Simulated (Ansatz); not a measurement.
The same path of ClF3GeH3N (9 atoms, charge 0, multiplicity 1) was run twice with different band settings. Lost on the way: Ge1–Cl2, N6–H9. Made: Cl2–H9.

Theory: RKS PBE/def2-SVP (Ansatz).

Relaxed end points:

```xyz
9
Properties=species:S:1:pos:R:3
Ge -0.080 0.026 0.200
Cl 0.583 -0.298 2.252
F 1.494 0.086 -0.564
F -0.589 1.640 -0.280
F -0.687 -1.347 -0.718
N -2.127 -0.023 0.990
H -2.603 -0.857 0.621
H -2.617 0.823 0.666
H -2.130 -0.049 2.018
```

```xyz
9
Properties=species:S:1:pos:R:3
Ge -0.556 0.074 -0.499
Cl -0.315 0.234 3.622
F 0.982 -0.575 -0.067
F -0.404 1.776 -0.761
F -0.972 -0.673 -2.009
N -1.787 -0.205 0.827
H -2.239 -1.127 0.765
H -2.514 0.524 0.824
H -0.952 -0.028 2.485
```

Common settings: spring 5.0 eV/Å²; optimiser quadratic models (default); start path through a guess of the saddle point; force threshold 0.05 eV/Å; iteration limit 60; end points relaxed.

| run | movable images | climbing image |
| --- | --- | --- |
| 1 | 5 | yes |
| 2 | 4 | no |

(1) What does each run give, and how far can it be trusted?

## Answers

(1) Run 1: converged after 15 iterations, highest image 1.180 eV above the first end. A vibrational analysis at the climbing image gives one clearly imaginary mode, 371i cm⁻¹: a first-order saddle point.
Run 2: converged after 23 iterations, highest image 1.098 eV above the first end. No image climbed, so the highest image needn't sit at the top of the path.
The orbitals stay closed-shell, which can raise the energy where a bond breaks towards radicals; this wasn't checked here.
